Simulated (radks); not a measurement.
Values are calculated unless marked as measured or tabulated.
Question: Neutral iodine, configuration [Kr] 4d10 5s2 5p5. Code: a radial shooting solver on a logarithmic mesh with Libxc functionals. Model: Dirac Kohn-Sham, BLYP, spin-unpolarised, spherical densities, point nucleus; open shells are shared between the two j in proportion to 2j + 1; speed of light set to 13703.6 atomic units (100 times the physical value, a model run). Some entries of the table are withheld. Estimate them.

| orbital | occ. | eigenvalue (eV) | r(max) (bohr) | <r> (bohr) |
|---|---|---|---|---|
| 1s1/2 | 2 | -31651.84 | 0.01900 | 0.02868 |
| 2s1/2 | 2 | -4768.487 | 0.1049 | 0.1235 |
| 2p1/2 | 2 | -4481.466 | 0.08201 | (1) |
| 2p3/2 | 4 | -4481.438 | 0.08201 | (2) |
| 3s1/2 | 2 | -959.8999 | 0.2988 | 0.3280 |
| 3p1/2 | 2 | (3) | 0.2853 | 0.3183 |
| 3p3/2 | 4 | (4) | 0.2853 | 0.3183 |
| 3d3/2 | 4 | (5) | (6) | 0.2889 |
| 3d5/2 | 6 | (7) | (8) | 0.2889 |
| 4s1/2 | 2 | -166.5691 | 0.7076 | 0.7700 |
| 4p1/2 | 2 | -124.3652 | 0.7266 | 0.8049 |
| 4p3/2 | 4 | -124.3643 | 0.7266 | 0.8049 |
| 4d3/2 | 4 | -52.4545 | 0.7748 | 0.9152 |
| 4d5/2 | 6 | -52.4543 | 0.7748 | 0.9152 |
| 5s1/2 | 2 | -15.8711 | 1.771 | (9) |
| 5p1/2 | 1.66667 | -6.9650 | 2.045 | 2.501 |
| 5p3/2 | 3.33333 | -6.9649 | 2.046 | 2.501 |

Answer: 
(1) 2p1/2 <r> (bohr): 0.1051
(2) 2p3/2 <r> (bohr): 0.1051
(3) 3p1/2 eigenvalue (eV): -839.1801
(4) 3p3/2 eigenvalue (eV): -839.1751
(5) 3d3/2 eigenvalue (eV): -614.6773
(6) 3d3/2 r(max) (bohr): 0.2324
(7) 3d5/2 eigenvalue (eV): -614.6761
(8) 3d5/2 r(max) (bohr): 0.2324
(9) 5s1/2 <r> (bohr): 2.045
